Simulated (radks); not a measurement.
Charge is removed step by step from the 2p level of O+, starting from [He] 2s2 2p3. All-electron calculation, non-relativistic Kohn-Sham, PBE, spin-unpolarised, spherical densities, point nucleus. Program: a radial shooting solver on a logarithmic mesh with Libxc functionals.

\begin{tabular}{lrrr}
removed (e) & E - E(0) (eV) & eigenvalue (eV) & E minus straight line (eV) \\ \hline
0 & 0.000 & -24.457 & 0.000 \\
0.1 & 2.532 & -26.194 & -0.827 \\
0.2 & 5.240 & -27.964 & -1.479 \\
0.3 & 8.126 & -29.765 & -1.952 \\
0.4 & 11.194 & -31.599 & -2.243 \\
0.5 & 14.447 & -33.464 & -2.350 \\
0.6 & 17.888 & -35.360 & -2.268 \\
0.7 & 21.520 & -37.287 & -1.995 \\
0.8 & 25.346 & -39.244 & -1.528 \\
0.9 & 29.370 & -41.230 & -0.864 \\
1 & 33.593 & -43.246 & 0.000 \\
\end{tabular}

Removing the whole electron costs 33.593 eV by Delta-SCF, against 24.457 eV from minus the eigenvalue at the starting occupation. Slater's transition state (half an electron removed) gives 33.464 eV. Integrating minus the eigenvalue over the occupation (Janak's theorem) gives 33.593 eV. The mean slope of the eigenvalue, de/dn, is 18.8 eV per electron. Ionisation energy of O+ in the NIST Atomic Spectra Database: 35.121 eV (measured).

Beside tabulated values, note that spin-unpolarised runs miss the spin-polarisation part of the exchange energy of open shells.
